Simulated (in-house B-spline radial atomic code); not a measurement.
A calculation on Zn⁸⁺ (an excited or competing configuration): its settings, and results tabulated from the run. Method: Dirac-Hartree-Fock, average of configuration, Fermi nucleus of rms radius 3.9283 fm. Calculated with an all-electron radial atomic-structure program (B-spline basis).

Command:
```bash
python run_scf.py task.json out
```
Settings (nuclear radius in fm, mass in u):
```
Z                30
configuration    [Ne] 3s2 3p5 3d4 7g1
hamiltonian      dirac
method           hf
spin_polarised   False
nucleus          fermi
rms_radius       3.9283
atomic_mass      63.92914
speed_of_light   137.035999084
```

Output (hartree, bohr):
```
 radial grid: 70 intervals, B-splines of order 8, outer radius 28.1609 bohr

 iter        energy (Eh)    residual
    1      -1743.2105438    1.19e+00
    2      -1760.6870897    3.78e-01
    3      -1762.0905657    1.37e-01
    4      -1762.2906463    4.87e-02
    5      -1762.3192189    1.39e-02
    6      -1762.3216980    7.35e-04
    7      -1762.3217038    1.76e-05
    8      -1762.3217038    2.29e-06
    9      -1762.3217038    8.90e-08

 total energy                    -1762.321704
 kinetic                           1796.77521
 electron-nucleus                 -4074.99938
 electron-electron                  515.90246

 first-order corrections (not in the total)
   Gaunt                            0.83234
   retardation                     -0.07582
   frequency dependence            -0.00270
   self-energy                      0.56157
   Uehling                         -0.05161
   Wichmann-Kroll                   0.00041
   recoil                           0.01152

 orbital      occ     eigenvalue          <r>       <r^2>       <1/r>     <1/r^2>       <r^4>       r_max    small
 1s1/2      2.000     -366.44972    0.0502837  0.00340218     30.2308     1883.45 2.98544e-05     0.03292  1.17e-02
 2s1/2      2.000      -54.05334     0.224442   0.0594377     6.66595     189.647  0.00612279      0.1887  2.27e-03
 2p1/2      2.000      -48.44387     0.195469   0.0468967     6.58278     61.0227  0.00445256      0.1503  2.23e-03
 2p3/2      4.000      -47.55446     0.198785   0.0483722      6.4288     56.5274  0.00470914      0.1531  2.19e-03
 3s1/2      2.000      -13.34613     0.632805    0.456978     2.25111     32.6603    0.318543      0.5682  5.77e-04
 3p1/2      1.667      -11.48563     0.636337    0.468925     2.15966     10.4696    0.351001      0.5615  5.43e-04
 3p3/2      3.333      -11.34201     0.643192    0.478823     2.12686     9.76498    0.365363      0.5679  5.35e-04
 3d3/2      1.600       -8.47233     0.626469    0.466389     1.95043     4.82202    0.398914      0.4988  4.59e-04
 3d5/2      2.400       -8.45083     0.628486    0.469219     1.94278     4.77634    0.403349      0.5005  4.57e-04
 7g7/2      0.444       -0.82816      7.03286     55.9424    0.184874   0.0535657      4203.2       7.814  2.23e-05
 7g9/2      0.556       -0.82814      7.03307     55.9456    0.184865   0.0535579     4203.67       7.815  2.23e-05

 Slater integrals (Eh)
   F0(3p1/2,3p1/2)               1.414823
   F0(3p1/2,3p3/2)               1.407126
   G2(3p1/2,3p3/2)               0.712706
   F0(3p1/2,3d3/2)               1.423585
   G1(3p1/2,3d3/2)               0.828035
   F0(3p1/2,3d5/2)               1.421447
   G3(3p1/2,3d5/2)               0.524060
   F0(3p1/2,7g7/2)               0.184802
   G3(3p1/2,7g7/2)               0.001294
   F0(3p1/2,7g9/2)               0.184793
   G5(3p1/2,7g9/2)               0.000914
   F0(3p3/2,3p3/2)               1.399592
   F2(3p3/2,3p3/2)               0.709955
   F0(3p3/2,3d3/2)               1.415320
   F2(3p3/2,3d3/2)               0.692747
   G1(3p3/2,3d3/2)               0.817371
   G3(3p3/2,3d3/2)               0.518793
   F0(3p3/2,3d5/2)               1.413224
   F2(3p3/2,3d5/2)               0.692423
   G1(3p3/2,3d5/2)               0.817998
   G3(3p3/2,3d5/2)               0.519179
   F0(3p3/2,7g7/2)               0.184798
   F2(3p3/2,7g7/2)               0.011363
   G3(3p3/2,7g7/2)               0.001359
   (list cut)
```

Cost of the run: 2 s on 1 thread of Arm Neoverse N1, with other jobs on the host.

For the Dirac Hamiltonian the kinetic term is c α·p + (β - 1)c².
